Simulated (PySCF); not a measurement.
## Stationary points of TcN₂⁺

Method: PBE0/[Tc def2-TZVP with ECP28, N def2-TZVP], scalar-relativistic core potentials, density fitting, no spin–orbit coupling, PySCF.

Relaxations began from a few typed shapes; open shells are unrestricted. The search is not exhaustive: other isomers or separated fragments can lie lower, and high-lying points may rest on an excited occupation.

(1) Which is the lowest minimum found?
A. singlet (closed shell, unstable to spin polarisation) C∞v: N–N 1.102 Å, Tc–N 1.919 Å; N–N–Tc 180.0°
B. singlet (closed shell, unstable to spin polarisation) D∞h: Tc–N 1.646 Å (×2); N–Tc–N 180.0°
C. broken-symmetry Ms = 0 (⟨S²⟩ 1.00) C∞v: N–N 1.102 Å, Tc–N 1.918 Å; N–N–Tc 180.0°
D. singlet C2v: Tc–N 1.606 Å (×2); N–Tc–N 103.9°
E. singlet (closed shell, unstable to spin polarisation) C2v: N–N 1.274 Å, Tc–N 1.770 Å (×2); N–N–Tc 68.9° (×2), N–Tc–N 42.2°

Answers

(1) C. The others lie at 74.2 (singlet C∞v), 188.1 (singlet C2v), 192.2 (singlet C2v), 636.4 (singlet D∞h, a saddle point) kJ/mol above it.

For the lowest minimum: the determinant is spin-contaminated (⟨S²⟩ = 1.00, pure value 0.00).
